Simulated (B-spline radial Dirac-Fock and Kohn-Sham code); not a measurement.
Atomic SCF run for Kr⁷⁺

ΔSCF core binding energies without Breit or QED terms, calculated with a radial B-spline solver.

Input (task.json):

```json
{"items": [{"Z": 36, "q": 7, "cfg": [[1, 0, 2], [2, 0, 2], [2, 1, 6], [3, 0, 2], [3, 1, 6], [3, 2, 10], [4, 0, 1]], "A": 84, "rrms": 4.1884, "do": "settings", "holes": ["K", "L3", "M5"],
  "settings": [{"rel": "dirac", "method": "hf", "nuc": "fermi", "radius_factor": 0.8, "rmax": 45.0, "h": 0.3, "order": 8, "points": 10, "c_factor": 1.0, "maxit": 60, "damp": 0.5, "ndamp": 3, "tol": 1e-08}]}]}
```

Command: `python xray2_run.py task.json out`

Ground-state iterations:

```
iter   energy (Ha)        error
   1    -2754.51141793  1.38e+00
   2    -2769.78007635  9.75e-01
   3    -2774.88483571  2.86e-01
   4    -2775.29033128  7.67e-02
   5    -2775.31141239  3.40e-02
   6    -2775.31868667  7.27e-04
   7    -2775.31869200  1.32e-04
   8    -2775.31869206  1.46e-05
   9    -2775.31869206  2.98e-07
```

The ground state converged in 9 iterations, with total energy -2775.31869 Ha, virial ratio 1.97335 and highest orbital energy -124.82 eV. ΔSCF binding energies: K (1s) 14483.7 eV, L3 (2p3/2) 1802.9 eV, M5 (3d5/2) 209.6 eV.
